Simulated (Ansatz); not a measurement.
C2H7AlCl2O, SMILES `C[OH+][Al-]([CH3])([Cl])[Cl]`. The species carries charge 0 and has multiplicity 1. All single points use the PBE0-D4/def2-TZVP geometry. It is one conformer, not always the lowest.

```xyz
13

C    -0.625   -1.375   -1.307
O    -0.621    0.018   -0.955
Al    0.724    0.864    0.171
C     0.136    0.659    2.006
Cl    0.508    2.757   -0.804
Cl    2.464   -0.214   -0.427
H    -1.580   -1.620   -1.771
H    -0.514   -1.931   -0.379
H     0.210   -1.602   -1.969
H    -0.769    0.585   -1.723
H     0.845    1.129    2.693
H     0.063   -0.394    2.294
H    -0.840    1.124    2.171
```

(1) What is the dipole moment at r2SCAN/def2-TZVPP? (An estimate is asked.)

(2) And with PBE, B3LYP, ωB97M-V? (Estimate.)

(3) Give the Mulliken charges with r2SCAN, B3LYP, ωB97M-V in def2-TZVPP. (Best estimate.)

Answers

(1) Ansatz gave: 5.41 D, with components (-3.88, -3.32, -1.77) D in this frame, pointing from negative to positive charge.

(2) The calculation gave: PBE 5.25 D, B3LYP 5.41 D, ωB97M-V 5.44 D.

(3) Computed: 
```json
{"atom": "C1", "r2SCAN": "-0.03", "B3LYP": "-0.16", "ωB97M-V": "-0.21"}
{"atom": "O2", "r2SCAN": "-0.14", "B3LYP": "-0.15", "ωB97M-V": "-0.13"}
{"atom": "Al3", "r2SCAN": "0.54", "B3LYP": "0.53", "ωB97M-V": "0.48"}
{"atom": "C4", "r2SCAN": "-0.40", "B3LYP": "-0.45", "ωB97M-V": "-0.54"}
{"atom": "Cl5", "r2SCAN": "-0.33", "B3LYP": "-0.33", "ωB97M-V": "-0.30"}
{"atom": "Cl6", "r2SCAN": "-0.33", "B3LYP": "-0.33", "ωB97M-V": "-0.29"}
{"atom": "H7", "r2SCAN": "0.09", "B3LYP": "0.14", "ωB97M-V": "0.15"}
{"atom": "H8", "r2SCAN": "0.09", "B3LYP": "0.13", "ωB97M-V": "0.14"}
{"atom": "H9", "r2SCAN": "0.11", "B3LYP": "0.15", "ωB97M-V": "0.17"}
{"atom": "H10", "r2SCAN": "0.22", "B3LYP": "0.20", "ωB97M-V": "0.20"}
{"atom": "H11", "r2SCAN": "0.07", "B3LYP": "0.09", "ωB97M-V": "0.11"}
{"atom": "H12", "r2SCAN": "0.05", "B3LYP": "0.08", "ωB97M-V": "0.10"}
{"atom": "H13", "r2SCAN": "0.07", "B3LYP": "0.09", "ωB97M-V": "0.11"}
```

B3LYP here is the variant with VWN-RPA as its local correlation; programs differ in this.
